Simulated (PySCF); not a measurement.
A structure optimised at PBE0-D3(BJ)/def2-SVP (Å):
```
N 
Ge  1  1.8310
C   2  2.0034  1  111.87
O   3  1.2025  2  123.98  1    83.48
O   3  1.3419  2  113.33  1   -93.37
H   1  1.0163  2  115.13  3    64.92
H   1  1.0166  2  114.65  3   -62.46
H   2  1.5339  1  107.50  3   116.48
H   2  1.5363  1  107.78  3  -121.09
H   5  0.9743  3  106.75  2   176.90
```
Z-matrix in Å and degrees, rows numbered from 1.

Neutral, closed shell.

Problem. Read off the bonds between heavy atoms and their formal orders.

Solution. N1–Ge2 (single); Ge2–C3 (single); C3–O4 (double); C3–O5 (single). Hydrogens: H6, H7 on N1; H8, H9 on Ge2; H10 on O5.

Problem. Give the structure as a SMILES string.

Solution. `[NH2][GeH2][C](=O)O`, CH5GeNO2.

Problem. What is the point group of this geometry?

Solution. C1 (no symmetry element, even within 0.4 Å).

Problem. Describe the place of each heavy atom.

Solution. N1: nitrogen bonded to Ge and 2 H; Ge2: germanium bonded to C, N and 2 H; C3: carbonyl carbon; O4: acid carbonyl oxygen; O5: acid hydroxyl oxygen.

Problem. What is the arrangement about C3?

Solution. It has 3 neighbours (Ge2, O4, O5) and is planar (angles 124.0°, 122.6° and 113.3°, sum 359.9°, 0.02 Å off the plane of its three neighbours).

Problem. What is the arrangement about N1?

Solution. It has 3 neighbours (Ge2, H6, H7) and is pyramidal (angles 115.1°, 114.6° and 108.8°, sum 338.6°, 0.33 Å off the plane of its three neighbours).

All values are computed, not measured.
